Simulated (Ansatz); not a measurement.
CH2InN, SMILES `N#[C][InH2]`. Total charge 0; spin multiplicity 1. In: def2 effective core potential. Geometry: relaxed with PBE0-D4/def2-TZVP.

```xyz
5

N    -1.298   -1.514   -1.484
C    -0.695   -0.811   -0.795
In    0.420    0.490    0.480
H    -0.493    1.754    1.166
H     2.067    0.081    0.634
```

Problem. What is the dipole moment at B3LYP/def2-TZVPP? (Estimate.)

Solution. Ansatz gave: 4.42 D, with components (2.31, 2.69, 2.64) D in this frame, pointing from negative to positive charge.

Problem. And with PBE, r2SCAN, ωB97M-V? (Estimate.)

Solution. Ansatz gave: PBE 4.25 D, r2SCAN 4.35 D, ωB97M-V 4.47 D.

Problem. Give the Mulliken charges with B3LYP, r2SCAN, PBE in def2-TZVPP. (An estimate is asked.)

Solution. The calculation gave: 
```tsv
atom	B3LYP	r2SCAN	PBE
N1	-0.02	-0.08	0.02
C2	-0.36	-0.33	-0.35
In3	0.58	0.61	0.51
H4	-0.10	-0.10	-0.09
H5	-0.10	-0.10	-0.09
```

B3LYP here is the variant with VWN-RPA as its local correlation; programs differ in this.
